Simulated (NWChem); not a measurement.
System meant: C₂H₄NO, doublet; SMILES C[N]C=O

The following NWChem deck was run.

```
start job
memory heap 200 mb stack 900 mb global 1100 mb
geometry units angstroms noautoz
  C      0.443535    -1.449136    -0.111530
  N     -0.691152    -0.584858    -0.124017
  C     -0.529519     0.766175    -0.094681
  O      0.434823     1.289701     0.481973
  H      0.479898    -2.023888     0.842516
  H      0.292449    -2.224876    -0.898836
  H      1.414566    -0.931054    -0.270945
  H     -1.387140     1.358142    -0.507135
end
basis spherical
  * library def2-svp
end
dft
  odft
  mult 3
  xc xpbe96 cpbe96
  iterations 150
  mulliken
end
task dft energy
```

End of the output:

```
 Summary of "ao basis" -> "" (spherical)
 ------------------------------------------------------------------------------
       Tag                 Description            Shells   Functions and Types
 ---------------- ------------------------------  ------  ---------------------
 *                          def2-svp                  on all atoms

  pbe96 is a nonlocal functional; adding pw91lda local functional.

                                 NWChem DFT Module
                                 -----------------

 Summary of "ao basis" -> "ao basis" (spherical)
 ------------------------------------------------------------------------------
       Tag                 Description            Shells   Functions and Types
 ---------------- ------------------------------  ------  ---------------------
 C                          def2-svp                 6       14   3s2p1d
 N                          def2-svp                 6       14   3s2p1d
 O                          def2-svp                 6       14   3s2p1d
 H                          def2-svp                 3        5   2s1p

 Summary of "ao basis" -> "ao basis" (spherical)
 ------------------------------------------------------------------------------
       Tag                 Description            Shells   Functions and Types
 ---------------- ------------------------------  ------  ---------------------
 C                          def2-svp                 6       14   3s2p1d
 N                          def2-svp                 6       14   3s2p1d
 O                          def2-svp                 6       14   3s2p1d
 H                          def2-svp                 3        5   2s1p

  number of electrons :                   31
  multiplicity        :                    3
 ------------------------------------------------------------------------
  no. of electrons and multiplicity not compatible                  31
 ------------------------------------------------------------------------
 ------------------------------------------------------------------------
  current input line :
    23: task dft energy
 ------------------------------------------------------------------------
 ------------------------------------------------------------------------
 There is an error in the input file
 ------------------------------------------------------------------------
 For more information see the NWChem manual at https://nwchemgit.github.io

0: no. of electrons and multiplicity not compatible:Received an Error in Communication
```

### Question
Can this run be used? If not, why, and what is the fix?

### Answer
The input was rejected before any calculation. Cause: the multiplicity doesn't fit the number of electrons (an even count wants an odd multiplicity, and the reverse). This input runs:
```
start job
memory heap 200 mb stack 900 mb global 1100 mb
geometry units angstroms noautoz
  C      0.443535    -1.449136    -0.111530
  N     -0.691152    -0.584858    -0.124017
  C     -0.529519     0.766175    -0.094681
  O      0.434823     1.289701     0.481973
  H      0.479898    -2.023888     0.842516
  H      0.292449    -2.224876    -0.898836
  H      1.414566    -0.931054    -0.270945
  H     -1.387140     1.358142    -0.507135
end
basis spherical
  * library def2-svp
end
dft
  odft
  mult 2
  xc xpbe96 cpbe96
  iterations 150
  mulliken
end
task dft energy
```
It converges to -208.12644 Ha (PBE/def2-SVP, spin-unrestricted).
